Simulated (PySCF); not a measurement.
Gas-phase reaction: Ge2H6 + 2 GeH2Cl2 → 4 GeHCl + 6 H

Computed with PySCF and rigid-rotor harmonic-oscillator thermochemistry at 1 bar. † marks an energy on the PBE0/def2-TZVP geometry and frequencies; other levels use their own. 6-31G* has spherical d functions here. Open shells (unrestricted): H (multiplicity 2); the rest are closed-shell singlets. B3LYP is the form with VWN-RPA correlation. Ge: all electrons, no relativistic terms. GeHCl: computed as isolated molecules; such fragments, hydroxides, amides, oligomers or adducts are transient or little studied in the gas. The harmonic model lacks anharmonicity and excited electronic states, which grow with temperature; levels with a mode under 35 cm⁻¹ are left out. Internal rotation in Ge2H6 is treated as a harmonic vibration of one conformer, which makes the entropy rough.

```csv
level,"ΔE electronic, kJ","ΔH°(298 K), kJ","ΔS°(298 K), J/K","ΔG°(1600 K), kJ"
B3LYP/6-31G*,1802,1693,843,297
B3LYP/def2-TZVP†,1824,1713,844,315
BLYP/def2-TZVP†,1735,1624,844,226
HF/def2-TZVP†,1579,1467,844,70
PBE0/def2-QZVP†,1868,1757,844,359
PBE0/def2-SVP†,1877,1766,844,368
ωB97M-V/def2-TZVP†,1876,1765,844,368
ωB97X-V/def2-TZVP†,1931,1819,844,422
```
ΔH° is lowest at HF/def2-TZVP† and highest at ωB97X-V/def2-TZVP†. No reference value is set beside these.
